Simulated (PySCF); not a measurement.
Atom-mapped SMILES (the numbers label the heavy atoms): `[NH2:1][C:2](=[O:3])[N:4]1[N:5]=[CH:6][c:7]2[cH:8][cH:9][cH:10][cH:11][c:12]2[B:13]1[OH:14]` (H(Xn): hydrogen on atom n).

Geometry: PBE0-D3(BJ)/def2-SVP; GIAO shifts from PySCF 2.14.0 with density-fitted response routines, gas phase, non-relativistic, averaged over equivalent atoms.

At CAM-B3LYP/pcSseg-1 (278 basis functions, 100 s wall time on 1 thread of an Intel Xeon Platinum 8488C, shared host):
| atoms | δ (ppm) |
| --- | --- |
| N5 | 351.6 |
| N4 | 212.3 |
| N1 | 97.6 |
| C2 | 169.4 |
| C6 | 148.0 |
| C7 | 143.1 |
| C11 | 142.9 |
| C9 | 140.8 |
| C12 | 140.8 |
| C10 | 139.2 |
| C8 | 135.8 |
| O3 | 297.1 |
| O14 | 133.7 |
| B13 | 28.6 |
| H(O14) | 10.63 |
| H(C11) | 8.52 |
| H(C9) | 7.77 |
| H(C10) | 7.75 |
| H(C6) | 7.66 |
| H(C8) | 7.59 |
| H(N1) | 5.86 |

Referencing at the same level of theory: 15N (σ = 267.29 ppm) vs NH3; 13C (σ = 182.45 ppm), 1H (σ = 31.33 ppm) vs TMS; 17O (σ = 338.55 ppm) against H2O; 11B (σ = 99.35 ppm) against BF3·OEt2.

Question: What do these become at PBE0/pcSseg-1?

Answer: 
```tsv
atoms	δ at PBE0/pcSseg-1	change
N5	342.3	-9.3
N4	211.3	-1.0
N1	95.6	-2.0
C2	164.3	-5.1
C6	143.9	-4.1
C7	138.5	-4.6
C11	139.3	-3.6
C9	137.3	-3.5
C12	136.3	-4.5
C10	135.6	-3.6
C8	132.4	-3.4
O3	291.9	-5.2
O14	132.8	-0.9
B13	27.0	-1.6
H(O14)	10.58	-0.05
H(C11)	8.57	+0.05
H(C9)	7.82	+0.05
H(C10)	7.79	+0.04
H(C6)	7.74	+0.08
H(C8)	7.63	+0.04
H(N1)	5.89	+0.03
```

Chemical shifts δ = σref − σ; NH3 for 15N (σref 265.67); TMS for 13C (σref 184.41), 1H (σref 31.27); H2O for 17O (σref 334.56); BF3·OEt2 for 11B (σref 100.73), all at this level.

The largest change is at N5 (imine nitrogen). Cost: 278 basis functions, 87 s wall time on 1 thread of an Intel Xeon Platinum 8488C, shared host. The order of the carbon signals changes between the two levels.

A carbon bonded to boron is broadened by the quadrupolar boron nucleus and is often missing from a measured spectrum. Hydrogen bonding in solution deshields acid and N–H amide carbonyl carbons by as much as 10 ppm beyond these values. Unscaled 17O shifts of doubly bonded oxygen tend to come out too high, by tens of ppm or more. Experimental scales use liquid or dissolved standards, which lie at an offset from isolated NH3 (liquid NH3: subtract about 20 ppm) and H2O (liquid H2O: subtract about 36 ppm). Unscaled 15N shifts of sp2 nitrogen come out 20 to 40 ppm too high even then.
